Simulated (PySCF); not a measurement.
**propylbenzene (c1(CCC)ccccc1, C$_{9}$H$_{12}$)**

Geometry (Å), atoms numbered from 1 in this order:
```xyz
21

C    -2.3670   -0.6020   -0.5118
C    -1.9464   -0.4636    0.9453
C    -0.9812    0.7099    1.1636
C     0.3385    0.4591    0.4927
C     0.6214    0.9873   -0.7601
C     1.8229    0.7113   -1.3892
C     2.7619   -0.0956   -0.7710
C     2.4929   -0.6233    0.4807
C     1.2900   -0.3478    1.1050
H    -3.0359   -1.4508   -0.6354
H    -2.8864    0.2944   -0.8446
H    -1.4979   -0.7532   -1.1479
H    -2.8338   -0.3125    1.5641
H    -1.4622   -1.3864    1.2720
H    -1.4330    1.6235    0.7722
H    -0.8241    0.8394    2.2372
H    -0.1051    1.6221   -1.2474
H     2.0267    1.1273   -2.3654
H     3.7008   -0.3106   -1.2605
H     3.2233   -1.2508    0.9716
H     1.0857   -0.7609    2.0832
```

Level of theory: GIAO PBE/pcSseg-1 magnetisability, rotational g tensor and spin-rotation constants, non-relativistic, gas phase in PySCF. Geometry: GFN2-xTB.

(1) How diamagnetic is it, and how anisotropic?

(2) Split it along the inertial axes a, b, c into diamagnetic and paramagnetic parts about the centre of mass, with the quadrupole moment.

(3) And the rotational g tensor?

Results:

(1) Isotropic -1494 × 10⁻³⁰ J/T², or -90.0 × 10⁻⁶ cm³/mol; principal values -2184, -1168, -1131 × 10⁻³⁰ J/T², anisotropy 1035 × 10⁻³⁰ J/T² (root of half the summed squared differences of the principal values). The susceptibility is in cgs units.

(2) 
```tsv
axis	χ (10⁻⁶ cm³/mol)	diamagnetic (10⁻⁶ cm³/mol)	paramagnetic (10⁻⁶ cm³/mol)	summed x² of all electrons (Å²)	quadrupole Θ (D Å)
a	-78.3	-506.3	427.9	252.5	+2.36
b	-71.2	-1246.8	1175.7	78.0	+2.87
c	-120.5	-1402.3	1281.8	41.4	-5.23
```
Anisotropies 2χaa − χbb − χcc = +35.0 and 2χbb − χaa − χcc = +56.4 × 10⁻⁶ cm³/mol. Θ is traceless in Buckingham's convention.

(3) 
| axis | rotational constant (GHz) | g | nuclear part | electronic part |
| --- | --- | --- | --- | --- |
| a | 3.2962 | -0.0313 | 0.6314 | -0.6627 |
| b | 1.0958 | -0.0142 | 0.5910 | -0.6052 |
| c | 0.9660 | +0.0120 | 0.5937 | -0.5817 |

Asymmetric top; isotopes 12C, 1H; no vibrational averaging.
